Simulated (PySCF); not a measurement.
H4PSi, SMILES P[SiH2], multiplicity 2. Atoms are numbered in the order given.

```xyz
6

Si    -1.1296     0.1117     0.0000
P      1.1000    -0.1364     0.0000
H     -1.6845    -0.5568     1.2128
H     -1.6845    -0.5568    -1.2128
H      1.3420     0.7976     1.0412
H      1.3420     0.7976    -1.0412
```
Charge 0, spin multiplicity 2.

Coordinates come from a PBE0-D3(BJ)/def2-TZVP optimisation. The isomer is the one that the SMILES or the coordinates give; other isomers of the formula were not compared.

Computed with PBE/def2-TZVPD (PySCF).

Mulliken values depend strongly on the basis, most of all with diffuse functions as here. Atomic charges (e):

```json
[
 {"atom": "Si1", "Mulliken": "-0.01", "meta-Löwdin": "[?]", "Mulliken spin": "0.81"},
 {"atom": "P2", "Mulliken": "-0.23", "meta-Löwdin": "[?]", "Mulliken spin": "0.12"},
 {"atom": "H3", "Mulliken": "0.01", "meta-Löwdin": "[?]", "Mulliken spin": "0.03"},
 {"atom": "H4", "Mulliken": "0.01", "meta-Löwdin": "[?]", "Mulliken spin": "0.03"},
 {"atom": "H5", "Mulliken": "0.11", "meta-Löwdin": "[?]", "Mulliken spin": "0.00"},
 {"atom": "H6", "Mulliken": "0.11", "meta-Löwdin": "[?]", "Mulliken spin": "0.00"}
]
```

**Question.** Complete the blanks. (An estimate is asked for; the answer gives what the named calculation found.)

**Answer.** 
- Si1, meta-Löwdin: 0.15
- P2, meta-Löwdin: -0.10
- H3, meta-Löwdin: -0.06
- H4, meta-Löwdin: -0.06
- H5, meta-Löwdin: 0.03
- H6, meta-Löwdin: 0.03
